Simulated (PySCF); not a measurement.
CHO, doublet, geometry from GFN2-xTB. Base run: PySCF with HF/cc-pVDZ.

Geometry (Å):
```xyz
3

C     -0.4809     0.3371     0.0281
O      0.5469    -0.2407    -0.0223
H     -1.4897    -0.0965     0.0097
```
Charge 0, spin multiplicity 2.
Orbitals are unrestricted.
All else is at PySCF's defaults.

Each row names what was changed in the base input (with any setting that the change needs).

```json
[
 {"change": "base", "basis functions": "33", "E (Eh)": "-113.25849", "HOMO (eV)": "-10.41", "dipole (D)": "2.16"},
 {"change": "basis = cc-pVTZ-DK; relativity = spin-free X2C; nucleus = Gaussian (with mol.nucmod = 'G')", "basis functions": "74", "E (Eh)": "-113.35887", "HOMO (eV)": "-10.58", "dipole (D)": "2.21"},
 {"change": "basis = ANO-RCC-VDZP; relativity = spin-free X2C", "basis functions": "33", "E (Eh)": "-113.35864", "HOMO (eV)": "-10.67", "dipole (D)": "2.35"},
 {"change": "basis = x2c-SVPall; relativity = none", "basis functions": "33", "E (Eh)": "-113.15644", "HOMO (eV)": "-10.53", "dipole (D)": "2.24"},
 {"change": "basis = cc-pVTZ-DK; relativity = spin-free X2C", "basis functions": "74", "E (Eh)": "-113.35888", "HOMO (eV)": "-10.58", "dipole (D)": "2.21"},
 {"change": "basis = x2c-SVPall; relativity = spin-free X2C; nucleus = Gaussian (with mol.nucmod = 'G')", "basis functions": "33", "E (Eh)": "-113.22433", "HOMO (eV)": "-10.52", "dipole (D)": "2.23"},
 {"change": "basis = ANO-RCC-VDZP; relativity = spin-free X2C; nucleus = Gaussian (with mol.nucmod = 'G')", "basis functions": "33", "E (Eh)": "-113.35863", "HOMO (eV)": "-10.67", "dipole (D)": "2.35"},
 {"change": "basis = cc-pVTZ-DK; relativity = none", "basis functions": "74", "E (Eh)": "-113.28705", "HOMO (eV)": "-10.58", "dipole (D)": "2.21"},
 {"change": "basis = ANO-RCC-VDZP; relativity = none", "basis functions": "33", "E (Eh)": "-113.28359", "HOMO (eV)": "-10.67", "dipole (D)": "2.35"},
 {"change": "basis = x2c-SVPall; relativity = spin-free X2C", "basis functions": "33", "E (Eh)": "-113.22434", "HOMO (eV)": "-10.52", "dipole (D)": "2.23"}
]
```

Absolute energies of different levels of theory aren't comparable as measures of quality.

Open shells are given as the SCF converged; they aren't shown to be the lowest states, and a large step between rows can be another state.

Basis sets contracted for a relativistic Hamiltonian are a mismatch without it, so the rows without relativity aren't non-relativistic limits. No row has spin-orbit coupling; sets with core potentials leave out the core electrons.
